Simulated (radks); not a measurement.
Values are calculated unless marked as measured or tabulated.
Species: Tc XXV. Configuration: [Ne] 3s1 3p6 3d2 (not the ground configuration).

Code: a radial shooting solver on a logarithmic mesh with Libxc functionals. Model: non-relativistic Kohn-Sham, SCAN, spin-polarised, spherical densities, point nucleus; open shells are filled with parallel spins first (spin-orbit coupling, left out, can overturn this in heavy ions); meta-GGA in the generalised Kohn-Sham scheme; relativity is left out, which matters for an element this heavy.

Energy parts (hartree):
| part | energy |
|---|---|
| total | -3839.46669 |
| kinetic | 3838.59205 |
| electron-nucleus | -8390.27788 |
| Hartree | 804.98458 |
| exchange-correlation | -92.76545 |

Orbitals (lengths in bohr, moments of r in powers of bohr; r(max) is where P^2 peaks):
[
 {"orbital": "1s up", "occ.": "1", "eigenvalue (hartree)": "-785.8575", "r(max)": "0.02345", "<r>": "0.03545"},
 {"orbital": "1s down", "occ.": "1", "eigenvalue (hartree)": "-785.7720", "r(max)": "0.02345", "<r>": "0.03545"},
 {"orbital": "2s up", "occ.": "1", "eigenvalue (hartree)": "-142.1985", "r(max)": "0.1303", "<r>": "0.1534"},
 {"orbital": "2s down", "occ.": "1", "eigenvalue (hartree)": "-141.8768", "r(max)": "0.1303", "<r>": "0.1532"},
 {"orbital": "2p up", "occ.": "3", "eigenvalue (hartree)": "-134.2523", "r(max)": "0.1026", "<r>": "0.1315"},
 {"orbital": "2p down", "occ.": "3", "eigenvalue (hartree)": "-133.9862", "r(max)": "0.1026", "<r>": "0.1313"},
 {"orbital": "3s up", "occ.": "1", "eigenvalue (hartree)": "-49.43019", "r(max)": "0.3615", "<r>": "0.3872"},
 {"orbital": "3p up", "occ.": "3", "eigenvalue (hartree)": "-46.45193", "r(max)": "0.3457", "<r>": "0.3744"},
 {"orbital": "3p down", "occ.": "3", "eigenvalue (hartree)": "-45.91180", "r(max)": "0.3464", "<r>": "0.3761"},
 {"orbital": "3d up", "occ.": "2", "eigenvalue (hartree)": "-41.58186", "r(max)": "0.2791", "<r>": "0.3344"}
]

The highest occupied level is 3d up at -1131.5 eV. The electron density at the nucleus is 5.51e+04 e/bohr^3. Summed over all electrons, <r^2> = 1.587 bohr^2, which gives a Langevin (diamagnetic) susceptibility term of -1.26 x 10^-6 cm^3/mol. Virial ratio -V/T = 2.00023. The spin density at the nucleus is 566.5 e/bohr^3 (1s 2.2, 2s -6.4, 3s 570.7). Spin moment in Bohr magnetons: 3. The density falls to 0.001 e/bohr^3 at r = 1.08 bohr.

Empty levels of this run are not shown, since the potential may be unsettled where no density lies.
